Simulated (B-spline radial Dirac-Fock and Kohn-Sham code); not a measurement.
# Auger parameter of xenon: the L3 level and its strongest L3-MM line

Calculated with a radial B-spline solver, using Dirac-Fock (average of configuration) total-energy differences with a finite nucleus, the Breit interaction including its frequency dependence, and self-energy and vacuum-polarisation corrections. The modified Auger parameter α′ is the binding energy plus the kinetic energy of the Auger electron; it does not depend on the energy zero. For free ions it tends to fall with charge, since less charge screens the final holes.

```
            species      configuration  binding 2p3/2 (eV)  Auger line  kinetic (eV)  α′ (eV)
                 Xe  [Kr] 4d10 5s2 5p6              4787.1    M3M3 J=2        2857.9   7645.1
                Xe⁺  [Kr] 4d10 5s2 5p5              4798.2    M3M3 J=2        2845.6   7643.7
               Xe²⁺  [Kr] 4d10 5s2 5p4              4810.4    M3M3 J=2        2832.3   7642.6
               Xe²⁺  [Kr] 4d10 5s1 5p5              4812.0    M3M3 J=2        2830.8   7642.7
  Xe²⁺ (Watson 2 Å)  [Kr] 4d10 5s2 5p4              4796.1    M3M3 J=2        2846.6   7642.7
Xe²⁺ (Watson 2.4 Å)  [Kr] 4d10 5s2 5p4              4798.4    M3M3 J=2        2844.3   7642.7
               Xe³⁺  [Kr] 4d10 5s2 5p3              4823.6    M3M3 J=2        2818.4   7642.0
               Xe⁴⁺  [Kr] 4d10 5s2 5p2              4837.8    M3M3 J=2        2803.3   7641.0
Xe⁴⁺ (Watson 2.2 Å)  [Kr] 4d10 5s2 5p2              4811.6    M3M3 J=2        2829.5   7641.1
               Xe⁵⁺  [Kr] 4d10 5s2 5p1              4852.8    M3M3 J=2        2787.6   7640.5
               Xe⁶⁺      [Kr] 4d10 5s2              4868.7    M3M3 J=2        2771.3   7640.1
Xe⁶⁺ (Watson 1.8 Å)      [Kr] 4d10 5s2              4820.8    M3M3 J=2        2819.3   7640.1
               Xe⁷⁺      [Kr] 4d10 5s1              4886.6    M3M3 J=2        2753.1   7639.7
               Xe⁸⁺          [Kr] 4d10              4905.1    M3M3 J=2        2734.4   7639.5
```
